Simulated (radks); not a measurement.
Values are calculated unless marked as measured or tabulated.
The mean radii <r> (bohr) of the occupied orbitals of an atom or ion are listed with their occupations. Level of theory: Dirac Kohn-Sham, BLYP, spin-unpolarised, spherical densities, finite nucleus; Fermi nuclear charge, rms radius of each element as measured or else 0.836 A^(1/3) + 0.57 fm (a radial shooting solver on a logarithmic mesh with Libxc functionals).

| orbital | occ. | <r> |
|---|---|---|
| 1s1/2 | 2 | 0.01632 |
| 2s1/2 | 2 | 0.06808 |
| 2p1/2 | 2 | 0.05589 |
| 2p3/2 | 4 | 0.06468 |
| 3s1/2 | 2 | 0.1770 |
| 3p1/2 | 2 | 0.1674 |
| 3p3/2 | 4 | 0.1835 |
| 3d3/2 | 4 | 0.1595 |
| 3d5/2 | 6 | 0.1644 |
| 4s1/2 | 2 | 0.3916 |
| 4p1/2 | 2 | 0.3931 |
| 4p3/2 | 4 | 0.4275 |
| 4d3/2 | 4 | 0.4334 |
| 4d5/2 | 6 | 0.4445 |
| 5s1/2 | 2 | 0.8777 |
| 4f5/2 | 6 | 0.4646 |
| 4f7/2 | 8 | 0.4711 |
| 5p1/2 | 2 | 0.9414 |
| 5p3/2 | 4 | 1.036 |
| 5d3/2 | 4 | 1.354 |
| 5d5/2 | 6 | 1.409 |
| 6s1/2 | 2 | 2.400 |

Name the element and its charge. Open shells, if any, fill j = l - 1/2 first.

Answer. Z = 81, thallium, charge +1: Tl+ in [Hg]. The 1s radius gives Z: for a bare nucleus <r> = (2 gamma + 1)/(2Z) with gamma = sqrt(1 - (Z/c)^2), 0.01613 bohr for Z = 81, and screening makes it slightly larger (0.01632 here). The occupations add up to 80, and the charge is Z minus that.
